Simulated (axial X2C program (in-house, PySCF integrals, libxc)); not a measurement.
## Low determinants of SeS at the PBE0 level, without spin–orbit coupling

Computed with an in-house relativistic program for diatomic molecules. Spin-free means the one-electron spin-free X2C Hamiltonian. Basis: Se dyall-cv3z [8s9p6d4f1g], S dyall-av3z [9s8p3d2f] (cores contracted in-house); Gaussian nuclei, density fitting, unrestricted open shells. Masses: Se 79.917 u, S 31.972 u.

Search at 2.010 Å (vertical energies from the lowest determinant):

```
ΔE (eV)           state  electrons beyond evenly filled partner blocks  electrons in σ, π, δ, φ
   0.00  M_S = 1, Λ = 0                                       π+α, π-α                24 22 4 0
   0.66  M_S = 0, Λ = 0                                       π+β, π-α                24 22 4 0
   0.66  M_S = 0, Λ = 2                                       π+α, π+β                24 22 4 0
   3.13  M_S = 1, Λ = 2                      2 × π+α, 2 × π+β, 2 × π-α                24 22 4 0
   4.38  M_S = 1, Λ = 1                                        σα, π+α                25 21 4 0
   4.46  M_S = 1, Λ = 1                              σα, π+α, π+β, π-α                23 23 4 0
   4.61  M_S = 0, Λ = 1                                        σα, π+β                25 21 4 0
```

Lowest determinant, M_S = 1, Λ = 0 (beyond evenly filled blocks: π+α, π-α): Re = 2.030 Å, ωe = 573.5 cm⁻¹.

The determinant in row 2 of the search, M_S = 0, Λ = 0 (beyond evenly filled blocks: π+β, π-α), was followed along the bond at PBE0; measured from the minimum of the lowest determinant it gives:

Te = 0.663 eV (5346 cm⁻¹), Re = 2.033 Å, ωe = 569.9 cm⁻¹.

Q: Compare the bond of the determinant in row 2 with that of the lowest one.

A: At PBE0 its Re is 0.003 Å longer and its force constant, which goes as ωe², is 0.99 times that of the lowest determinant. This determinant mixes spin states, so it has no term energy of its own.

The search compares states at one distance, so a state with another bond length can lie lower; it is not exhaustive and yields mostly the lowest determinant of each block pattern, so other components and higher states of one pattern are missing. These are energies of single determinants, not of spin-adapted states; PBE0 term energies can be off by some tenths of an eV, and the functional has no current term. The lowest determinant need not be the ground state where others lie within half an eV. Row 2 is spin-contaminated (⟨S²⟩ = 1.00 against 0.00), so its values are not those of a pure state.
